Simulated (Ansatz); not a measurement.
Consider the ligand exchange at a Ga–O bond: `[NH2][GaH][OH]` + HBr → `[NH2][GaH][Br]` + H₂O.

Calculated with Ansatz (gas phase, PBE0-D4/def2-TZVP geometries, no zero-point term in ΔE). CBS: MP2 limit from def2 TZ/QZ plus the TZ coupled-cluster correction, frozen cores. This one scheme is used for every species. Functionals use def2-TZVPP. For Br, Ga outer-core shells are correlated without core-valence functions, which leaves a few kJ/mol of doubt a bond. Scalar relativity is left out up to krypton. One conformer a species, not always the lowest.

```csv
level,ΔE (eV)
r2SCANh-D4,-0.84
PBE-QIDH,-0.87
BLYP,-0.72
HF/def2-QZVPP,-0.90
```

**Question.** What does CCSD(T)/CBS give? (Best estimate.)

**Answer.** Ansatz gave: -0.83 eV. The listed levels differ from it by -0.01, -0.04, 0.11, -0.07 eV.

**Question.** What do rigid-rotor, harmonic-oscillator terms from PBE0-D4/def2-TZVP frequencies (298.15 K, 1 bar) make of the CCSD(T)/CBS value? (Best estimate.)

**Answer.** Ansatz gave: ΔZPE = +0.08 eV, ΔH = -0.74 eV, ΔS = 5 J/(mol·K), ΔG = -0.75 eV.

Largest T1 diagnostic among the species: 0.014.

At CCSD(T), def2-SVP lies +0.12 eV from the extrapolated value and def2-TZVPP +0.04 eV. Leaving LDA and LC-ωPBE aside and taking each functional with its dispersion term where it has one, the values, not all of them listed here, spread over 0.14 eV, from HSE06-D4 to BLYP-D4. LDA lies +0.03 eV from PBE without D4.
